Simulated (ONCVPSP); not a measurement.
gallium (Ga) ONCV: all-electron and pseudo phase curves

gallium (Ga), optimised norm-conserving Vanderbilt (ONCV), made with ONCVPSP 4.0.1 (LDA (Perdew-Zunger), scalar-relativistic). Core [Ar] 3d10, reference 4s2 4p1. Waves: 4s: rc 1.65 bohr, ncon 4, nbas 7, qcut 4.9 1/bohr, 2 projectors, debl 3.7 Ha; 4p: rc 1.90 bohr, ncon 3, nbas 7, qcut 4.1 1/bohr, 2 projectors, debl 1.6 Ha. Local part: polynomial inside 1.50 bohr (lpopt 1, dvloc0 2 Ha). Core correction: none.

The phase is arctan(r·R′/R) of the radial function R(r), unwrapped; energies in Ha, scanned from -2 to 5 Ha. A pole is an energy at which the radial function vanishes at the test radius. The pseudo phase is shifted by a multiple of π to meet the all-electron one at the reference energy, and phase errors are pseudo minus all-electron; the curves can meet again beyond the range given. Levels narrower than the energy grid can be missing from the lists of poles.

```csv
channel,radius (bohr),reference energy (Ha),"poles, all-electron","poles, pseudo",unbroken range about the reference energy with phases within 0.05 rad,phase error 1 Ha above the reference energy (rad)
s,1.68,-0.34,2.97,2.97,the whole range,-0.001
p,1.92,-0.10,2.38,2.37,below 3.8,-0.000
```

Phases in the p channel:

```json
{"E (Ha)": "-1.98", "all-electron": "1.181", "pseudo": "1.175"}
{"E (Ha)": "-1.62", "all-electron": "1.111", "pseudo": "1.107"}
{"E (Ha)": "-1.26", "all-electron": "1.005", "pseudo": "1.002"}
{"E (Ha)": "-0.90", "all-electron": "0.823", "pseudo": "0.821"}
{"E (Ha)": "-0.54", "all-electron": "0.476", "pseudo": "0.475"}
{"E (Ha)": "-0.18", "all-electron": "-0.144", "pseudo": "-0.144"}
{"E (Ha)": "0.18", "all-electron": "-0.758", "pseudo": "-0.758"}
{"E (Ha)": "0.54", "all-electron": "-1.101", "pseudo": "-1.101"}
{"E (Ha)": "0.90", "all-electron": "-1.282", "pseudo": "-1.282"}
{"E (Ha)": "1.26", "all-electron": "-1.391", "pseudo": "-1.391"}
{"E (Ha)": "1.62", "all-electron": "-1.465", "pseudo": "-1.465"}
{"E (Ha)": "1.98", "all-electron": "-1.520", "pseudo": "-1.520"}
{"E (Ha)": "2.34", "all-electron": "-1.566", "pseudo": "-1.567"}
{"E (Ha)": "2.70", "all-electron": "-1.607", "pseudo": "-1.610"}
{"E (Ha)": "3.06", "all-electron": "-1.648", "pseudo": "-1.655"}
{"E (Ha)": "3.42", "all-electron": "-1.692", "pseudo": "-1.708"}
{"E (Ha)": "3.78", "all-electron": "-1.744", "pseudo": "-1.785"}
{"E (Ha)": "4.14", "all-electron": "-1.816", "pseudo": "-1.930"}
{"E (Ha)": "4.50", "all-electron": "-1.927", "pseudo": "-2.370"}
{"E (Ha)": "4.86", "all-electron": "-2.137", "pseudo": "-3.785"}
```
